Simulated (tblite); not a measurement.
Isomers of C6H6FNO. Computed with GFN2-xTB (tblite): harmonic, unscaled wavenumbers at the GFN2-xTB geometry, gas phase. Against measured fundamentals such values can be off by several per cent, at times by over 20. One conformer each.

Electronic energies: GFN2-xTB at the same geometries; isomer energies are rough at this level and their order can be wrong.

```csv
SMILES,"electronic energy, lowest = 0 (kJ/mol)"
C#C/C(=C\F)C(=O)NC,90.6
C#C[C@@H]1C(=O)NC[C@@H]1F,0.0
N#CC1=C[C@H](F)COC1,22.3
[H]/N=C\C=C(\C)C(F)=C=O,130.8
```

Task: How do GFN2-xTB zero-point energies change the relative energies?

Result: 
```tsv
SMILES	ZPE (kJ/mol)	of it from modes above 1550 cm⁻¹	electronic (kJ/mol)	with ZPE, lowest = 0 (kJ/mol)	lowest mode (cm⁻¹)	rings
C#C[C@@H]1C(=O)NC[C@@H]1F	284.0	136.2	0.0	0.0	63	1
N#CC1=C[C@H](F)COC1	285.8	129.9	22.3	24.2	90	1
C#C/C(=C\F)C(=O)NC	276.2	146.9	90.6	82.8	39	0
[H]/N=C\C=C(\C)C(F)=C=O	277.2	143.3	130.8	124.0	30	0
```

The zero-point energies span 9.6 kJ/mol, from `C#C/C(=C\F)C(=O)NC` to `N#CC1=C[C@H](F)COC1`. The order is unchanged.

Task: What do entropy and thermal enthalpy add at 298.15 K and 1 bar (rigid rotor, harmonic oscillator, one conformer each)?

Result: 
| SMILES | point group | symmetry number | S (J/(mol K)) | H − H(0) (kJ/mol) | ZPE + H − H(0) − TS (kJ/mol) |
| --- | --- | --- | --- | --- | --- |
| C#C[C@@H]1C(=O)NC[C@@H]1F | C1 | 1 | 378.9 | 24.81 | 195.9 |
| N#CC1=C[C@H](F)COC1 | C1 | 1 | 370.6 | 23.58 | 198.9 |
| C#C/C(=C\F)C(=O)NC | Cs | 1 | 413.3 | 28.98 | 181.9 |
| [H]/N=C\C=C(\C)C(F)=C=O | Cs | 1 | 414.1 | 28.61 | 182.4 |
